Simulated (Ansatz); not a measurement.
Geometry optimisation, UHF/def2-SVP (Ansatz).

Input:

```yaml
crystal:
  periodic: [false, false, false]
  atoms:
    - { symbol: Sn, position_ang: [0.084063, 0.048822, -0.195395] }
    - { symbol: H, position_ang: [0.05047, 0.044922, 2.754771] }
    - { symbol: H, position_ang: [1.601146, -0.017598, -0.989211] }
    - { symbol: H, position_ang: [-0.922158, 1.27346, -0.878507] }
    - { symbol: O, position_ang: [-0.716124, -1.711292, -0.609246] }
    - { symbol: H, position_ang: [-1.588441, -1.907239, -0.300691] }
    - { symbol: H, position_ang: [0.011344, 0.024325, 3.466478] }
magnetization:
  spin_polarized: true
  initial_magnetization: 1
basis:
  gaussian: { orbitals: def2-SVP }
hamiltonian:
  xc: hf
relax:
  f_tol: 0.03
  max_steps: 50
```

Launched with:

```bash
$ ansatz run input.yaml --threads 1 --pin off --max-ram 2048MiB --backend cpu --events-out ev --progress --plain --runs-dir out
```

Task: Where does it end, and by what steps?

Result: It converged. The force dipped under the threshold on the way, but the program's further checks kept it going. After 14 steps the energy has fallen by 0.140 eV; H2 moved furthest, 1.43 Å.

| step | energy less start (eV) | largest force component (eV/Å) | accepted |
| --- | --- | --- | --- |
| 0 | 0.0000 | 1.571 | yes |
| 1 | -0.0791 | 0.156 | yes |
| 2 | -0.1127 | 0.189 | yes |
| 3 | -0.1276 | 0.121 | yes |
| 4 | -0.1079 | 0.424 | no |
| 5 | -0.1331 | 0.033 | yes |
| 6 | -0.1358 | 0.058 | yes |
| 7 | -0.1381 | 0.042 | yes |
| 8 | -0.1392 | 0.036 | yes |
| 9 | -0.1398 | 0.022 | yes |
| 10 | -0.1400 | 0.014 | yes |
| 11 | -0.1399 | 0.053 | no |
| 12 | -0.1401 | 0.018 | yes |
| 13 | -0.1401 | 0.042 | no |
| 14 | -0.1401 | 0.013 | yes |

```xyz
7
Properties=species:S:1:pos:R:3
Sn 0.075 0.013 -0.803
H 0.244 0.185 4.164
H 1.552 -0.086 -1.666
H -0.978 1.198 -1.486
O -0.740 -1.765 -1.081
H -1.606 -1.919 -0.738
H -0.027 0.129 4.858
```

Whether the end is a true minimum wasn't checked by a vibrational analysis.

Time of the run: 20 s on 1 thread of Arm Neoverse V1, on a shared host, peak memory 0.13 GiB.
